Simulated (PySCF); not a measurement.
## Correlation energy of Zr (zirconium, neutral)

[Kr] 4d2 5s1 5p1, one real determinant (an excited configuration). Computed with PySCF 2.14 in aug-cc-pwCVDZ-PP with ECP28MDF, with a scalar-relativistic core potential. Frozen: 4s2 4p6; 4 electrons correlated.

| level | correlation energy (mhartree) |
| --- | --- |
| CCSD | -23.62 |
| (T) | -0.93 |
| CCSD(T) | -24.55 |

Diagnostics: T1 = 0.021, D1 = 0.0542, largest double amplitude 0.106.

The real determinant used has ⟨L²⟩ near 14 against 20 for a pure G term, so it mixes terms.

Cost of the coupled-cluster step: of the order of 12 core-seconds, for 4 correlated electrons.

The reference is one real determinant that mixes LS terms of this configuration.
